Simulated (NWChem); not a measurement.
System: C4H4ClF; SMILES C=C/C=C(\F)Cl

Here is an NWChem input.

```
start job
memory heap 200 mb stack 900 mb global 1100 mb
geometry units angstroms noautosym nocenter noautoz
  C      0.481312    -3.108308     0.000000
  C     -0.185959    -1.930634     0.000000
  C      0.459031    -0.631041     0.000000
  C     -0.218385     0.541630     0.000000
  F     -1.552245     0.603620     0.000000
  Cl     0.519490     2.102302     0.000000
  H      1.582905    -3.144744     0.000000
  H     -0.055091    -4.068433     0.000000
  H     -1.288922    -1.932735     0.000000
  H      1.557358    -0.573535     0.000000
end
basis spherical
  C library 6-31g*
  F library 6-31g*
  Cl library 6-31g*
  H library 6-31g*
end
dft
  xc b3lyp
  iterations 150
end
cosmo
  do_cosmo_smd true
  solvent water
end
task dft energy
```

Output (shortened):

```
             Northwest Computational Chemistry Package (NWChem) 7.3.0
             --------------------------------------------------------

                             Geometry "geometry" -> ""
                             -------------------------

 Output coordinates in angstroms (scale by  1.889725989 to convert to a.u.)

  No.       Tag          Charge          X              Y              Z
 ---- ---------------- ---------- -------------- -------------- --------------
    1 C                    6.0000     0.48131200    -3.10830800     0.00000000
    2 C                    6.0000    -0.18595900    -1.93063400     0.00000000
    3 C                    6.0000     0.45903100    -0.63104100     0.00000000
    4 C                    6.0000    -0.21838500     0.54163000     0.00000000
    5 F                    9.0000    -1.55224500     0.60362000     0.00000000
    6 Cl                  17.0000     0.51949000     2.10230200     0.00000000
    7 H                    1.0000     1.58290500    -3.14474400     0.00000000
    8 H                    1.0000    -0.05509100    -4.06843300     0.00000000
    9 H                    1.0000    -1.28892200    -1.93273500     0.00000000
   10 H                    1.0000     1.55735800    -0.57353500     0.00000000

 Effective nuclear repulsion energy (a.u.)     259.1731022260

                                 NWChem DFT Module
                                 -----------------

 Summary of "ao basis" -> "ao basis" (spherical)
 ------------------------------------------------------------------------------
       Tag                 Description            Shells   Functions and Types
 ---------------- ------------------------------  ------  ---------------------
 C                           6-31g*                  6       14   3s2p1d
 F                           6-31g*                  6       14   3s2p1d
 Cl                          6-31g*                  8       18   4s3p1d
 H                           6-31g*                  2        2   2s

 in cosmo_initialize ...
 calling solv_data for solv:h2o

 solvent parameters
 solvname_short: h2o
 solvname_long:  water
 dielec:       78.4000
 dielecinf:     1.7769
 aqueous SMD model solvent descriptors
 dielec:       78.4000
 sola:          0.8200

[...]

                                COSMO-SMD solvation results
                                ---------------------------

             internal energy in gas <Psi(g)|H|Psi(g)> =      -714.810042769001
         internal energy in solvent <Psi(s)|H|Psi(s)> =      -714.809563766900
                               delta internal energy  =         0.000479002102 (    0.30 kcal/mol)
   total free energy in solvent <Psi(s)|H+V/2|Psi(s)> =      -714.814314736074
 polarization energy contribution <Psi(s)|V/2|Psi(s)> =        -0.004750969174 (   -2.98 kcal/mol)
    total free energy in solvent including G(SMD-CDS) =      -714.807474876826
                       G(SMD-CDS) energy contribution =         0.006839859249 (    4.29 kcal/mol)
     1 M fixed-concentration free energy of solvation =         0.002567892176 (    1.61 kcal/mol)

                       DFT Final Molecular Orbital Analysis
                       ------------------------------------

 Vector   25  Occ=2.000000D+00  E=-3.401279D-01
              MO Center=  4.2D-01,  1.6D+00,  1.4D-10, r^2= 3.2D+00
   Bfn.  Coefficient  Atom+Function         Bfn.  Coefficient  Atom+Function
  ----- ------------  ---------------      ----- ------------  ---------------
    77      0.617490   6 Cl px               78     -0.314376   6 Cl py
    81      0.315555   6 Cl px               73     -0.239826   6 Cl px
    82     -0.163535   6 Cl py               32     -0.124233   3 C  py
    74      0.121910   6 Cl py               60      0.101284   5 F  py
    18      0.095271   2 C  py               17      0.084492   2 C  px

 Vector   26  Occ=2.000000D+00  E=-3.186157D-01
              MO Center=  1.9D-01, -1.0D+00,  5.2D-11, r^2= 3.9D+00
   Bfn.  Coefficient  Atom+Function         Bfn.  Coefficient  Atom+Function
  ----- ------------  ---------------      ----- ------------  ---------------
    19      0.335704   2 C  pz               79     -0.309451   6 Cl pz
    33      0.285870   3 C  pz                5      0.234088   1 C  pz
    23      0.209727   2 C  pz               37      0.196230   3 C  pz
    83     -0.171726   6 Cl pz                9      0.156835   1 C  pz
    75      0.119766   6 Cl pz               47      0.107454   4 C  pz

 Vector   27  Occ=2.000000D+00  E=-2.272723D-01
              MO Center=  1.4D-01, -9.7D-01, -4.1D-10, r^2= 4.4D+00
   Bfn.  Coefficient  Atom+Function         Bfn.  Coefficient  Atom+Function
  ----- ------------  ---------------      ----- ------------  ---------------
    47     -0.329896   4 C  pz                5      0.322317   1 C  pz
    33     -0.264952   3 C  pz                9      0.261478   1 C  pz
    79      0.253049   6 Cl pz               51     -0.213083   4 C  pz
    19      0.209899   2 C  pz               37     -0.207730   3 C  pz
    61      0.177437   5 F  pz               83      0.164482   6 Cl pz

 Vector   28  Occ=0.000000D+00  E=-3.525809D-02
              MO Center=  1.3D-01, -1.2D+00, -4.3D-10, r^2= 4.2D+00
   Bfn.  Coefficient  Atom+Function         Bfn.  Coefficient  Atom+Function
  ----- ------------  ---------------      ----- ------------  ---------------
     9      0.434557   1 C  pz               47      0.422366   4 C  pz
    51      0.405207   4 C  pz                5      0.347541   1 C  pz
    23     -0.289368   2 C  pz               37     -0.278435   3 C  pz
    33     -0.243052   3 C  pz               19     -0.234471   2 C  pz
    61     -0.149821   5 F  pz               79     -0.150208   6 Cl pz

[...]
```

Level: B3LYP/6-31G* (spherical d), SMD on the gas-phase geometry. Geometry: optimised at PBE-D3(BJ)/def2-SVP. Solvent: water.
